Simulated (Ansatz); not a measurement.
Basis-set extrapolation for C$_{2}$H$_{7}$BFN (`CCB(N)F`) (PBE0-D4/def2-TZVP geometry, frozen core, Ansatz 0.2.0). Multiplicity 1, RHF reference.

|  | def2-TZVPP | def2-QZVPP |
| --- | --- | --- |
| HF | -258.617953 | -258.629992 |
| MP2 correlation | -0.911554 | -0.979704 |
| CCSD(T) correlation | -0.982735 | not run |

Energies in hartree. Use E(X) = E(∞) + A·exp(−7.88·√X) for Hartree–Fock and E(X) = E(∞) + B·X^(−2.97) for correlation, with X = 3 and 4, and add CCSD(T) minus MP2 of the smaller set to the MP2 limit.

Task: What is the CCSD(T) energy at the basis-set limit?

Result: HF limit: -258.629992 + (-0.012039) × 0.13774 = -258.63165. MP2 limit: -0.979704 + (-0.068150) × 0.74074 = -1.03019. Higher-order term: -0.982735 − (-0.911554) = -0.07118. Total: -259.73302 hartree, 3.60 eV below CCSD(T)/def2-TZVPP.
